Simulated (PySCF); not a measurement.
F5Ta, SMILES [F][Ta-]([F])([F])([F])[F] (connectivity only; charge and spin as stated), charge -1, multiplicity 2.

Coordinates come from a PBE-D3(BJ)/def2-SVPD optimisation. The spin state was assumed, not searched. The def2 effective core potentials stand for the cores of Ta; spin–orbit coupling is left out.

Level of theory: PySCF with PBE/def2-SVPD.

Isolated molecule, no solvent. A positive occupied level means that this level leaves the electron formally unbound; only the finite basis holds it.

The total energy is -555.85299 hartree and the α spin, highest occupied and lowest empty level comes out as 0.73 and 2.06 eV. The β spin, highest occupied and lowest empty level is -3.99 and 2.14 eV, the dipole moment about the centre of nuclear charge is 0.56 D and the mean static polarisability comes out as 63.9 bohr³ (9.46 Å³). The polarisability, principal values is 60.2, 61.8, 69.6 bohr³ and the ⟨S²⟩ comes out as 0.752 (pure state 0.75).
